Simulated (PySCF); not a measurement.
Delta-SCF ions had no search for a lower state. Excitations are Tamm–Dancoff values on a coarser integration grid. The basis has no diffuse functions, so Rydberg states are missing or too high.

Cartesian coordinates (Å):
```xyz
8

O     -0.0920     1.8367     0.1856
Sn     0.1600    -0.0956     0.5592
O      1.5186    -0.7639    -0.7231
O     -1.5491    -1.0014     0.1173
H     -0.9528     1.9709    -0.2493
H      0.6245    -0.3719     2.1773
H      1.7298    -0.0615    -1.3636
H     -1.4389    -1.5134    -0.7035
```
Charge 0, spin multiplicity 1.

**Question.** Estimate the vertical ionisation energy (Delta-SCF), T1 excitation (TDA), HOMO–LUMO gap, S1–T1 gap (TDA) and S1 oscillator strength that PBE-D3(BJ)/def2-TZVP (PySCF) returns for this input.

**Answer.** 
```json
{
 "vertical ionisation energy (Delta-SCF)": "10.14 eV",
 "T1 excitation (TDA)": "4.68 eV",
 "HOMO–LUMO gap": "4.92 eV",
 "S1–T1 gap (TDA)": "0.52 eV",
 "S1 oscillator strength": "0.047"
}
```
